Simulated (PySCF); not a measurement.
**SbNCl₂, singlet: molecular constants**

Computed with PBE0 in PySCF with Sb def2-TZVP with ECP28, N def2-TZVP, Cl def2-TZVP; scalar-relativistic core potentials, no spin–orbit coupling; density-fitted integrals.

The structure is a minimum.

Coordinates in bohr (charge 0 multiplicity 1):
```
Sb    0.0000    0.0000    0.7683
N     0.0000    0.0000    4.1949
Cl    3.2623    0.0000   -2.1681
Cl   -3.2623    0.0000   -2.1681
```

- Point group: C2v
- Bond lengths: Sb–Cl 2.323 Å (×2), Sb–N 1.813 Å
- Bond angles: Cl–Sb–Cl 96.0°, Cl–Sb–N 132.0° (×2)
- Enthalpy at 298.15 K above 0 K: 17.50 kJ/mol
- Zero-point energy: 11.7 kJ/mol
- Rotational constants: 0.09311, 0.08088, 0.04328 cm⁻¹
- Lowest empty level: -4.20 eV
- Rotational symmetry number: 2
- Principal polarisabilities: 44.1, 81.7, 91.9 bohr³
- Atomisation energy without zero-point energy: 662 kJ/mol
- Highest occupied level: -7.79 eV
- Heat capacity Cp at 298.15 K: 72.6 J/(mol K)
- Dipole moment: 2.11 D
- Principal quadrupole moments (Buckingham, traceless) about the centre of mass: -8.82, 2.19, 6.62 D Å
- Entropy at 298.15 K and 1 bar: 338.6 J/(mol K)

Harmonic modes (masses in u: Sb 120.904, N 14.003, Cl 34.969):
| symmetry | ω (cm⁻¹) | IR (km/mol) | μ (u) | type |
| --- | --- | --- | --- | --- |
| b1 | 61 | 9.0 | 21.70 | bend |
| a1 | 137 | 2.2 | 37.83 | bend |
| b2 | 138 | 19.8 | 17.04 | bend |
| b2 | 356 | 94.5 | 42.50 | stretch |
| a1 | 372 | 35.0 | 38.10 | stretch |
| a1 | 897 | 9.0 | 15.46 | stretch |

In C2v the vibrations span b1 + 3a1 + 2b2. Here b1 is antisymmetric to the molecular plane and b2 lies in it.

Charges (e):
```csv
atom,Mulliken,Löwdin,polar tensor,Mayer order to Sb1
Sb1,0.99,0.35,1.34,–
N2,-0.51,-0.44,-0.36,2.43
"Cl3,4",-0.24,0.05,-0.49,0.95
```

Mulliken populations on Sb1 (electrons outside its core potential): s 3.42, p 8.11, d 10.39, f 0.09.

Counting electrons, antimony keeps none of its valence electrons outside its bonds, so the VSEPR class is AX3 and the expected shape is trigonal planar; with unlike ligands the computed point group is C2v.

Only a few start shapes were tried, so a lower isomer may exist.

The final relaxation and frequency run took 73 s on 4 threads of a shared Arm Neoverse N1 host, with 155 basis functions and 12 gradients; the process peaked at 1.6 GiB.
